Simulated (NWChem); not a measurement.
Species: HfNH$_{2}$SF; SMILES [NH2][Hf]([F])=[S]

```xyz
6

Hf    -0.0160     0.1867     0.1784
S     -0.1827    -2.0023    -0.2066
F     -1.4555     1.2565    -0.5237
N      1.7999     0.7745    -0.4684
H      2.0346     1.7193    -0.7718
H      2.5413     0.1475    -0.7753
```
Atoms are numbered in this order, from 1.

Results from NWChem. Medium grid unless said otherwise, to which SCAN and Minnesota functionals are sensitive. All runs use the structure optimised with PBE0/def2-SVP. def2 effective core potentials on Hf; no spin-orbit coupling. Hybrids' shares of exact exchange are those that their runs print; pure functionals count as 0. The functionals differ in more than this share.

| row | share of exact exchange | highest occupied level (eV) |
|---|---|---|
| PBE/def2-SVP | 0.00 | -5.52 |
| BP86/def2-SVP | 0.00 | -5.61 |
| B3LYP/def2-SVP | 0.20 | -6.39 |
| B97-2/def2-SVP | 0.21 | -6.42 |
| PBE0/def2-SVP | 0.25 | -6.66 |
| r2SCAN0/def2-SVP | 0.25 | -6.82 |
| MN15/def2-SVP | 0.44 | -7.22 |
| BHandHLYP/def2-SVP | 0.50 | -7.59 |
| M05-2X/def2-SVP | 0.56 | -7.82 |
| Hartree-Fock/def2-SVP | 1.00 | withheld |

Question: Fit a straight line of the last column on the one before it, predict the withheld value, and compare with the run.

Answer: 
1. Means of the 9 shown rows: x = 0.268, y = -6.672. Slope Σ(x − x̄)(y − ȳ)/Σ(x − x̄)² = -1.267/0.3210 = -3.948; intercept -5.615.
2. The shown rows scatter about the line by 0.093 (root mean square); the largest residual is -0.22, at r2SCAN0/def2-SVP.
3. At x = 1.00 (Hartree-Fock/def2-SVP; beyond the shown range) the line gives -9.56.
4. The run gives -9.10, +0.46 from the line, 4.9 times the scatter.
